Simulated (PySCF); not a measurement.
B3LYP has the VWN-RPA correlation part, as in Gaussian. Delta-SCF ions had no search for a lower state. Excitations are Tamm–Dancoff values on a coarser integration grid. The basis has no diffuse functions, so Rydberg states are missing or too high.

Z-matrix (Å, degrees):
```
B
N 1 1.4036
H 2 1.0042 1 122.34
H 2 1.0062 3 114.12 1 -175.42
N 1 1.4197 2 121.82 3 -172.81
C 5 1.2503 1 138.85 2 -90.81
H 6 1.0943 5 120.82 1 -179.30
H 6 1.0987 7 115.60 5 -179.87
H 1 1.1948 2 119.48 3 2.66
```
Charge 0, multiplicity 1.

Q: Give the T1 excitation (TDA), dipole moment, S1–T1 gap (TDA), total energy, vertical ionisation energy (Delta-SCF), brightest of the four lowest singlets (TDA), HOMO–LUMO gap and LUMO at the level B3LYP-D3(BJ)/def2-TZVP in PySCF.

A: 
The T1 excitation (TDA) is 3.62 eV, the dipole moment is 1.72 D and the S1–T1 gap (TDA) comes out as 0.61 eV. The total energy is -175.5979 Ha, the vertical ionisation energy (Delta-SCF) comes out as 8.94 eV and the brightest of the four lowest singlets (TDA) is 6.75 eV. The HOMO–LUMO gap is 5.79 eV and the LUMO comes out as -0.79 eV.
